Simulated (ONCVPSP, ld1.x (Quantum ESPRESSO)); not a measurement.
Hardness and transferability of assorted potentials

Generated with ld1.x 7.5 (TM, RRKJ, ultrasoft, PAW), atompaw 4.2 or ONCVPSP 4.0.1. The cutoff is in Ry: for ld1.x and atompaw files where the sum of valence levels is converged to 10 mRy in a Bessel basis, for ONCV files where the hardest occupied wave has 1 mHa per electron of residual kinetic energy. The error is the largest all-electron minus pseudo excitation energy over each file’s own four to seven test configurations (ionisations up to +4, promotions, holes and added fractions of an electron), all of which were solved. The labels leave out finer settings (local radius, basis sizes, second energies), which also bear on the numbers. Spin-polarised tests are not counted. The rows are a selection from randomly drawn settings: files with unsolved tests, undetermined cutoffs or missed reference levels are left out.

A true bound ghost makes a file unfit for plane-wave use even where its test errors are small: the radial tests pick states by their node count and pass the ghost by.

```csv
element,potential,cutoff (Ry),largest error (meV),bound ghosts
Ti,"ONCV, PBE, scalar-relativistic, rc 1.60/1.70/2.60 (spd), local smoothed, core correction yes, reference 3s2 3p6 3d2 4s1, qcut 9.9/9.1/7.3, projectors 2/1/1",48,+249,none
Mo,"ONCV, PBEsol, scalar-relativistic, rc 1.65/1.35/2.60 (spd), local smoothed, core correction no, reference 4s2 4p6 4d5 5s1, qcut 8.7/5.2/5.7, projectors 3/2/2",56,+85,none
Cd,"ONCV, LDA (Perdew-Zunger), scalar-relativistic, rc 1.40/1.30/1.75 (spd), local smoothed, core correction no, reference 4s2 4p6 4d10 5s2, qcut 6.6/10.5/10.5, projectors 2/2/3",75,-310,none
Sn,"PAW, LDA (PZ), non-relativistic, rc 1.95/2.15/1.90 (spd), local smoothed, core correction yes, reference 4d10 5s2 5p0",35,-19,s
Gd,"TM, PBE, scalar-relativistic, rc 2.90/2.70/1.80/1.40 (spdf), local smoothed, core correction yes, reference 4f7 5p6 5d1 6s0 6p0",200,-153,s
Au,"ONCV, PBE, scalar-relativistic, rc 1.35/1.05/2.25 (spd), local smoothed, core correction yes, reference 5s2 5p6 5d10, qcut 8.7/8.7/8, projectors 3/2/2",102,+7.2,none
```

Fill in the row for In: TM, PBEsol, scalar-relativistic, rc 1.90/2.10 (sp), local s, core correction no, reference 5s1.75 5p1.25.

cutoff 18 Ry, largest error +63 meV, bound ghosts: none.

Fill in the row for Os: ONCV, LDA (Perdew-Wang 92), scalar-relativistic, rc 1.80/1.75/1.95 (spd), local smoothed, core correction yes, reference 5s2 5p6 5d6 6s2, qcut 7.2/7.9/9.8, projectors 2/2/2.

cutoff 40 Ry, largest error -17 meV, bound ghosts: none.
